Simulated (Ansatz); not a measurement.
`O[SiH](O)O[SiH](O)F` + `[CH3][Na]` → `C[Si@H](O)O[Si@@H](O)F` + `[OH][Na]`  (redistribution)

Gas-phase electronic energies from Ansatz, PBE0-D4/def2-TZVP geometries. CCSD(T)/CBS is the MP2 limit (def2-TZVPP, def2-QZVPP) plus CCSD(T) − MP2 in def2-TZVPP, frozen cores. DFT in def2-TZVPP. For Na outer-core shells are correlated without core-valence functions, which leaves a few kJ/mol of doubt a bond. One conformer a species, not always the lowest.

```
             level  ΔE (kJ/mol)  difference from CCSD(T)/CBS
            PBE-D4        -11.2                         11.9
           ωB97X-V        -23.8                         -0.7
               PBE         -8.8                         14.3
              PBE0        -13.3                          9.8
    MP2/def2-TZVPP        -19.1                          4.0
SCS-MP2/def2-TZVPP        -18.1                          5.0
   CCSD/def2-TZVPP        -14.6                          8.5
CCSD(T)/def2-TZVPP        -13.8                          9.3
     MP2/CBS(def2)        -28.4                         -5.3
    CCSD/CBS(def2)        -23.9                         -0.8
       CCSD(T)/CBS        -23.1                            0
```

Largest T1 diagnostic among the species: 0.012.

In def2-TZVPP, CCSD(T) changes the Hartree–Fock value by −4.5 kJ/mol (the triples alone add +0.8 kJ/mol) and MP2 by −9.9 kJ/mol. The D4 term adds −3.7 kJ/mol with B3LYP and −2.3 kJ/mol with PBE0; it sums over pairs of atoms, weighted by their polarisabilities, and B3LYP, whose exchange is more repulsive, gets the larger term.

B3LYP here is the variant with VWN-RPA as its local correlation; programs differ in this.
